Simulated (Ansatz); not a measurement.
Consider the ligand exchange at a Ge–C bond: `N=[C](O)[GeH3]` + `CNC` → `C[N](C)[GeH3]` + `N=CO`.

Isolated molecules relaxed with PBE0-D4/def2-TZVP in Ansatz; ΔE leaves out vibrations. CBS: MP2 limit from def2 TZ/QZ plus the TZ coupled-cluster correction, frozen cores. This one scheme is used for every species. DFT in def2-TZVPP. B3LYP here is the variant with VWN-RPA as its local correlation; programs differ in this. For Ge outer-core shells are correlated without core-valence functions, which leaves a few kJ/mol of doubt a bond. Scalar relativity is left out up to krypton. One conformer a species, not always the lowest.

`N=[C](O)[GeH3]`:

Z-matrix (Å, degrees):
```
Ge
C 1 1.977
H 1 1.533 2 109.6
H 1 1.533 2 109.7 3 120.9
H 1 1.535 2 106.6 3 -119.5
O 2 1.345 1 111.9 3 -60.9
N 2 1.262 1 128.3 3 119.1
H 6 0.971 2 106.6 1 180.0
H 7 1.014 2 112.2 1 0.0
```

`CNC`:

Cartesian coordinates in Å:
```
C 0.480 0.828 0.738
N 0.405 0.185 -0.554
C -0.465 -0.968 -0.554
H 1.102 1.724 0.673
H 0.951 0.151 1.455
H -0.501 1.117 1.153
H 0.095 0.849 -1.250
H -0.044 -1.742 0.095
H -0.533 -1.384 -1.561
H -1.488 -0.759 -0.195
```

`C[N](C)[GeH3]`:

```xyz
13

C    -0.142    0.943    1.123
N     0.344   -0.040    0.185
C     0.945    0.559   -0.982
Ge   -0.722   -1.513   -0.097
H    -0.925    1.600    0.708
H     0.683    1.588    1.449
H    -0.549    0.455    2.013
H     1.784    1.199   -0.683
H     0.248    1.186   -1.565
H     1.341   -0.212   -1.648
H    -1.060   -2.094    1.284
H     0.091   -2.501   -0.948
H    -2.039   -1.169   -0.839
```

`N=CO`:

```xyz
6

N    -0.045   -0.981   -0.334
C    -0.164    0.247   -0.088
O     0.584    0.865    0.830
H    -0.692   -1.277   -1.057
H    -0.853    0.954   -0.557
H     1.170    0.192    1.207
```

| level | ΔE (kcal/mol) | difference from CCSD(T)/CBS |
| --- | --- | --- |
| PBE-D4 | -2.8 | 1.7 |
| PBE0-D4 | -3.5 | 1.0 |
| ωB97M-V | -3.9 | 0.6 |
| B2PLYP | -4.0 | 0.5 |
| PBE | -2.1 | 2.4 |
| r2SCAN | -3.4 | 1.1 |
| PBE0 | -2.9 | 1.6 |
| B3LYP | -2.9 | 1.6 |
| HF/def2-TZVPP | -5.2 | -0.7 |
| SCS-MP2/def2-TZVPP | -5.5 | -1.0 |
| CCSD/def2-TZVPP | -4.7 | -0.2 |
| CCSD(T)/def2-TZVPP | -4.7 | -0.2 |
| HF/def2-QZVPP | -5.2 | -0.7 |
| HF/CBS(def2) | -5.3 | -0.8 |
| MP2/CBS(def2) | -5.3 | -0.8 |
| CCSD/CBS(def2) | -4.6 | -0.1 |
| CCSD(T)/CBS | -4.5 | 0 |

Largest T1 diagnostic among the species: 0.014.

The D4 term adds −1.1 kcal/mol with B3LYP and −0.6 kcal/mol with PBE0; it sums over pairs of atoms, weighted by their polarisabilities, and B3LYP, whose exchange is more repulsive, gets the larger term. From PBE to PBE0 (25 % exact exchange), in def2-TZVPP and without D4, ΔE moves by −0.8 kcal/mol.
